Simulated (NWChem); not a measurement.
# AlSiH$_{4}$OCl; SMILES [SiH3][O][AlH][Cl]

```xyz
8

Al     0.8988    -0.7163     0.0003
Cl    -0.5763    -2.2260    -0.0001
H      2.4150    -1.1132     0.0017
O      0.4230     0.9074    -0.0011
Si    -0.4077     2.3335     0.0002
H      0.0301     3.1666     1.1514
H     -1.8724     2.0986     0.1111
H     -0.1367     3.0735    -1.2607
```
Atoms are numbered in this order, from 1.

Computed with NWChem. Medium grid unless said otherwise, to which SCAN and Minnesota functionals are sensitive. Structure relaxed at the B3LYP/6-31G* (spherical d) level. Hybrids' shares of exact exchange are those that their runs print; pure functionals count as 0. The functionals differ in more than this share.

```
row              share of exact exchange  orbital gap (eV)
---------------  -----------------------  ----------------
PBE/def2-SVP                        0.00              5.70
BP86/def2-SVP                       0.00              5.79
B3LYP/def2-SVP                      0.20              7.49
PBE0/def2-SVP                       0.25          withheld
M06-2X/def2-SVP                     0.54              9.92
```

Problem. Fit a straight line of the last column on the one before it, predict the withheld value, and compare with the run.

Solution. 
1. Means of the 4 shown rows: x = 0.185, y = 7.225. Slope Σ(x − x̄)(y − ȳ)/Σ(x − x̄)² = 1.508/0.1947 = 7.747; intercept 5.792.
2. The shown rows scatter about the line by 0.092 (root mean square); the largest residual is +0.15, at B3LYP/def2-SVP.
3. At x = 0.25 (PBE0/def2-SVP; inside the shown range) the line gives 7.73.
4. The run gives 7.95, +0.22 from the line, 2.4 times the scatter.
